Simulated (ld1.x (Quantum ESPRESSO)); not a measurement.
# zirconium RRKJ: all-electron and pseudo phase curves

ld1.x (Quantum ESPRESSO) 7.5 input, shortened:

```
&input
   title='Zr', zed=40., rel=2, dft='PZ', iswitch=3,
   config='[Kr] 4d2.5 5s1.5 5p0', rel_dist='average'
 /
 &inputp
   pseudotype=2, tm=.false., rho0=0.02, lloc=2,
   nlcc=.false.
 /
3
4S  1  0   2.00   0.00  1.90  1.90  0.0
4P  2  1   6.00   0.00  1.60  1.60  0.0
4D  3  2   2.50   0.00  1.65  1.65  0.0
 &test
   configts(1)='4s2 4p6 4d2.5 5s1.5 5p0'
 /
```

Open shells are filled in proportion to 2j + 1 (rel_dist='average').

Occupied shells without a wave of their own: 5s. They enter only through the test configuration that unscreens the potential.

The phase is arctan(r·u′/u) with u = r·R(r), unwrapped; energies in Ry, scanned from -6 to 5 Ry. A pole is an energy at which the radial function vanishes at the test radius. The pseudo phase is shifted by a multiple of π to meet the all-electron one at the reference energy, and phase errors are pseudo minus all-electron; the curves can meet again beyond the range given. Levels narrower than the energy grid can be missing from the lists of poles.

For each channel, where are the poles, and over which energies does the pseudopotential scatter like the atom?

```json
{"channel": "s", "radius (bohr)": "2.05", "reference energy (Ry)": "-3.92", "poles, all-electron": "-3.40", "poles, pseudo": "-3.40", "unbroken range about the reference energy with phases within 0.05 rad": "the whole range", "phase error 1 Ry above the reference energy (rad)": "+0.001"}
{"channel": "p1/2", "radius (bohr)": "2.05", "reference energy (Ry)": "-2.40", "poles, all-electron": "-1.58", "poles, pseudo": "-1.58", "unbroken range about the reference energy with phases within 0.05 rad": "below 2.8", "phase error 1 Ry above the reference energy (rad)": "+0.001"}
{"channel": "p3/2", "radius (bohr)": "2.05", "reference energy (Ry)": "-2.27", "poles, all-electron": "-1.38", "poles, pseudo": "-1.38", "unbroken range about the reference energy with phases within 0.05 rad": "below 3.3", "phase error 1 Ry above the reference energy (rad)": "+0.000"}
{"channel": "d3/2", "radius (bohr)": "2.05", "reference energy (Ry)": "-0.23", "poles, all-electron": "1.74", "poles, pseudo": "1.75", "unbroken range about the reference energy with phases within 0.05 rad": "the whole range", "phase error 1 Ry above the reference energy (rad)": "+0.005"}
{"channel": "d5/2", "radius (bohr)": "2.05", "reference energy (Ry)": "-0.22", "poles, all-electron": "1.78", "poles, pseudo": "1.75", "unbroken range about the reference energy with phases within 0.05 rad": "the whole range", "phase error 1 Ry above the reference energy (rad)": "-0.004"}
```

A Bessel basis up to 400 Ry misses an occupied level by 0.02 Ry, so cutoffs and ghosts were not judged.

Phases in the d5/2 channel:

| E (Ry) | all-electron | pseudo |
| --- | --- | --- |
| -6.00 | 1.360 | 1.360 |
| -5.74 | 1.354 | 1.354 |
| -5.48 | 1.348 | 1.348 |
| -5.22 | 1.342 | 1.342 |
| -4.96 | 1.335 | 1.335 |
| -4.70 | 1.327 | 1.327 |
| -4.44 | 1.318 | 1.318 |
| -4.18 | 1.309 | 1.308 |
| -3.92 | 1.298 | 1.298 |
| -3.66 | 1.286 | 1.285 |
| -3.40 | 1.272 | 1.271 |
| -3.14 | 1.255 | 1.255 |
| -2.88 | 1.236 | 1.235 |
| -2.62 | 1.213 | 1.212 |
| -2.36 | 1.184 | 1.184 |
| -2.10 | 1.149 | 1.148 |
| -1.84 | 1.102 | 1.101 |
| -1.58 | 1.040 | 1.038 |
| -1.32 | 0.950 | 0.947 |
| -1.06 | 0.813 | 0.809 |
| -0.80 | 0.590 | 0.583 |
| -0.54 | 0.215 | 0.202 |
| -0.28 | -0.309 | -0.324 |
| -0.02 | -0.775 | -0.787 |
| 0.24 | -1.069 | -1.077 |
| 0.50 | -1.245 | -1.251 |
| 0.76 | -1.357 | -1.362 |
| 1.02 | -1.435 | -1.439 |
| 1.28 | -1.492 | -1.496 |
| 1.54 | -1.537 | -1.540 |
| 1.80 | -1.574 | -1.577 |
| 2.06 | -1.605 | -1.609 |
| 2.32 | -1.633 | -1.637 |
| 2.58 | -1.659 | -1.663 |
| 2.84 | -1.684 | -1.688 |
| 3.10 | -1.709 | -1.713 |
| 3.36 | -1.734 | -1.739 |
| 3.62 | -1.760 | -1.766 |
| 3.88 | -1.788 | -1.795 |
| 4.14 | -1.819 | -1.828 |
| 4.40 | -1.855 | -1.866 |
| 4.66 | -1.898 | -1.912 |
| 4.92 | -1.951 | -1.969 |
